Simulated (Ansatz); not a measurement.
`C[Si]N([SiH3])[SiH3]` + H₂ → `[SiH]N([SiH3])[SiH3]` + CH₄ at 600 K and 1 bar (hydrogenolysis of the Si–C bond).

Computed with Ansatz on PBE0-D4/def2-TZVP structures; ΔE is electronic, products minus reactants. CCSD(T)/CBS adds triple-zeta CCSD(T) − MP2 to the extrapolated MP2 energy (def2 sets, frozen cores). This one scheme is used for every species. Each species was taken in one conformer, which may not be the lowest.

```
               species  CCSD(T)/CBS energy (Eh)  H − E (kJ/mol)  S (J/(mol·K))
`C[Si]N([SiH3])[SiH3]`               -965.43545           326.9          521.2
                    H₂                 -1.17544            43.9          150.8
`[SiH]N([SiH3])[SiH3]`               -926.15926           235.9          451.5
                   CH₄                -40.46206           140.4          215.7
```

H − E and S are ideal-gas, rigid-rotor, harmonic terms from PBE0-D4/def2-TZVP, for one conformer and one mirror image of each species. For small species the MP2-based limit differs from directly extrapolated CCSD(T) by up to some mEh (0.8 for H₂); such offsets cancel only in part. 1 Eh = 2625.50 kJ/mol, R = 8.31446 J/(mol·K).

**Question.** By hand: ΔE, ΔH, ΔS and ΔG.

**Answer.** ΔE = (-926.15926) + (-40.46206) − (-965.43545) − (-1.17544) = -0.01043 Eh = -27.4 kJ/mol. Δ(H − E) = 235.9 + 140.4 − 326.9 − 43.9 = 5.5, so ΔH = -21.9 kJ/mol. ΔS = 451.5 + 215.7 − 521.2 − 150.8 = -4.8 J/(mol·K). ΔG = -21.9 − 600 × (-4.8)/1000 = -19.0 kJ/mol.

**Question.** By hand: the equilibrium constant, and the temperature at which ΔG would vanish if ΔH and ΔS stayed fixed.

**Answer.** log₁₀ K = −ΔG/(RT ln 10) = 1.7. ΔG = 0 at ΔH/ΔS = 4562 K, far beyond where these terms or the molecules hold.

The number of gas molecules stays the same, so ΔS is small and ΔH decides. A doubt of 5 kJ/mol in ΔE shifts log₁₀ K by 0.4 here. Other conformers and mirror images would add mixing entropy, several J/(mol·K) or more a flexible species. Modes under 60 cm⁻¹, often nearly free rotors, make the harmonic entropy too high. These are equilibria of isolated gas molecules and say nothing of rates. Largest T1 diagnostic: 0.014 (customary marks: 0.02 for closed shells, 0.045 for open ones).
